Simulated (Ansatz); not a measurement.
Geometry optimisation, RKS PBE/def2-SVP in Ansatz.

The input (input.yaml):

```yaml
crystal:
  periodic: [false, false, false]
  atoms:
    - { symbol: Ta, position_ang: [-0.125818, -0.085705, -0.040681] }
    - { symbol: O, position_ang: [1.798107, -0.408484, 0.277222] }
    - { symbol: H, position_ang: [2.176771, -0.511036, 1.181901] }
    - { symbol: Cl, position_ang: [-0.312674, -0.116543, 2.417721] }
    - { symbol: Cl, position_ang: [0.356551, 0.093205, -2.296486] }
    - { symbol: Cl, position_ang: [-1.539195, 1.73419, -0.045207] }
    - { symbol: Cl, position_ang: [-1.354521, -2.002059, -0.177026] }
    - { symbol: O, position_ang: [1.673873, 2.266847, 1.185125] }
    - { symbol: Al, position_ang: [1.505126, 1.662457, 2.83861] }
    - { symbol: H, position_ang: [2.608623, 0.542256, 3.22236] }
    - { symbol: H, position_ang: [0.717904, 2.596478, 3.861516] }
    - { symbol: H, position_ang: [2.280652, 1.728494, 0.616245] }
basis:
  gaussian: { orbitals: def2-SVP }
hamiltonian:
  xc: pbe
relax:
  f_tol: 0.03
  max_steps: 50
```

Run as:

```bash
$ ansatz run input.yaml --threads 4 --pin off --max-ram 5120MiB --backend cpu --events-out ev --progress --plain --runs-dir out
```

Task: Where does it end, and by what steps?

Result: It converged. After 34 steps the energy has fallen by 1.358 eV; H12 moved furthest, 1.68 Å. Joined: Ta1–O8 (3.21 → 2.15 Å).

| step | energy less start (eV) | largest force component (eV/Å) | accepted |
| --- | --- | --- | --- |
| 0 | 0.0000 | 1.594 | yes |
| 2 | -0.4005 | 1.918 | yes |
| 4 | -0.9360 | 1.080 | yes |
| 6 | -1.0858 | 0.344 | yes |
| 8 | -1.1271 | 0.537 | yes |
| 10 | -1.1522 | 0.383 | yes |
| 12 | -1.1456 | 0.375 | no |
| 14 | -1.1748 | 0.186 | yes |
| 16 | -1.1846 | 0.105 | yes |
| 18 | -1.1912 | 0.102 | yes |
| 20 | -1.2159 | 0.283 | yes |
| 22 | -1.2469 | 1.131 | yes |
| 24 | -1.2906 | 0.633 | yes |
| 26 | -1.3233 | 0.215 | yes |
| 28 | -1.3390 | 0.350 | yes |
| 30 | -1.3527 | 0.129 | yes |
| 32 | -1.3574 | 0.053 | yes |
| 34 | -1.3579 | 0.021 | yes |

```xyz
12
Properties=species:S:1:pos:R:3
Ta 0.236 0.080 -0.023
O 1.717 -0.836 0.685
H 2.335 -0.686 1.449
Cl -0.457 0.108 2.674
Cl 0.982 0.210 -2.191
Cl -1.386 1.795 -0.245
Cl -1.253 -1.672 -0.172
O 1.279 1.711 0.914
Al 1.461 1.324 2.759
H 2.680 0.264 2.826
H 1.371 2.644 3.638
H 0.822 2.558 0.726
```

Whether the end is a true minimum wasn't checked by a vibrational analysis.

Time of the run: 3.9 min on 4 threads of Arm Neoverse N1, on a shared host, peak memory 0.31 GiB.
